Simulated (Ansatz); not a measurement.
A series at Ga: from `C[CH](C)[Ga]([CH](C)C)[CH](C)C`, ligands are replaced one by one, each step taking up H₂O and setting free `CCC`; n counts the steps. Ansatz, PBE0-D4/def2-TZVP geometries. Each molecule was computed in one conformer, which needn't be the lowest.

| n | molecule | HOMO energy, ωB97M-V/def2-TZVPP (eV) |
| --- | --- | --- |
| 0 | `C[CH](C)[Ga]([CH](C)C)[CH](C)C` | -8.59 |
| 1 | `C[CH](C)[Ga]([OH])[CH](C)C` | -8.88 |
| 2 | `C[CH](C)[Ga]([OH])[OH]` | -9.95 |
| 3 | `[OH][Ga]([OH])[OH]` | ? |

Q: By hand: fit a straight line y = ȳ + b (n − n̄) to the 3 given rows and predict n = 3.

A: n̄ = 1.000, ȳ = -9.140; Σ(n − n̄)(y − ȳ) = -1.360, Σ(n − n̄)² = 2.000, so b = -0.680 eV a step. Prediction: -9.140 + (-0.680) × (2.000) = -10.50 eV.

Q: By hand: compare with the computed value, -11.45 eV, and give the steps along the whole series.

A: The line misses by -0.95 eV (computed minus predicted). Steps: -0.29, -1.07, -1.50 eV.

The steps grow at each stage, from -0.29 to -1.50 eV, so the series is curved and an end member is harder to predict than an inner one. The highest orbital can change its character along such a series. The miss is 33.2 % of the series' range.
